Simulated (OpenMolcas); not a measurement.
Al II: CASPT2 settings compared

```
Program             : OpenMolcas
Basis               : ANO-R3 [6s5p4d2f1g]
Scalar Hamiltonian  : X2C, finite nucleus
Active space        : 2 electrons in 8 orbitals (3s 3p 4s 4p)
State averaging     : 2S+1 = 3 even, 3 roots (0 in the spin-orbit step); 2S+1 = 1 even, 1 root; 2S+1 = 3 odd, 3 roots; 2S+1 = 1 odd, 3 roots
Spin-orbit coupling : state interaction with AMFI integrals over the reference wave functions, term energies averaged over their components
```

Methods on the same reference wave functions:
A. CASSCF
B. SS-CASPT2, IPEA 0.4 Eh, sigma2 regulariser 0.3 Eh (closed shells correlated: 2s 2p)
C. SS-CASPT2, IPEA 0.4 Eh, real shift 0.5 Eh (closed shells correlated: none)
D. SS-CASPT2, IPEA 0.5 Eh, real shift 0.25 Eh (closed shells correlated: none)

Energies in cm⁻¹ above 3s² ¹S₀, the measured ground level; measured values from NIST Handbook of Basic Atomic Spectroscopic Data.

```csv
Level,A,B,C,D,Measured
3s² ¹S₀,0.0,0.0,0.0,0.0,0.0
3s 3p ³P°₀,37522,37412,36886,36819,37393
3s 3p ³P°₁,37574,37464,36937,36871,37454
3s 3p ³P°₂,37678,37567,37041,36975,37578
3s 3p ¹P°₁,67823,61354,62373,61978,59852
```

Deviations, from unrounded energies. A percentage is the sum of absolute deviations over the sum of measured energies, with the sign that they share, or ± where signs differ.

```csv
Against measurement,Levels,A,B,C,D
mean absolute deviation (cm-1),4,2100,390,1000,970
other configurations (%),4,+4.8,±0.9,±2.4,±2.3
```

B lies closest to measurement on these levels and A furthest from it. The largest miss of B in the table is 3s 3p ¹P°₁, by +1500 cm-1. The ranking rests on the paired levels alone, and a cruder setting can come out closer through cancelling errors.

Among B to D the level of the table that moves most is 3s 3p ¹P°₁, by 1000 cm-1 (lowest in B, highest in C).

The lowest spin-free term lies below A's lowest term by 0.270 hartree in B, 0.001 hartree in C, 0.001 hartree in D.

Active for correlation alone: 4p 4s; no level in the range computed is led by a configuration that fills them, so any true level of that kind is missing. Without dynamic correlation excited terms often stand tens of per cent too high (terms of higher spin than the ground term too low), and those without a measured partner can miss by more than the paired ones (holds for A). Measured partners are found by configuration, term and J. A level has none where our copy of the source lacks it or the pairing is in doubt (some pairs that miss far off the trend of their configuration count as doubtful), and it then counts in no deviation. Levels of configurations outside the active space are missing.

° marks odd parity.
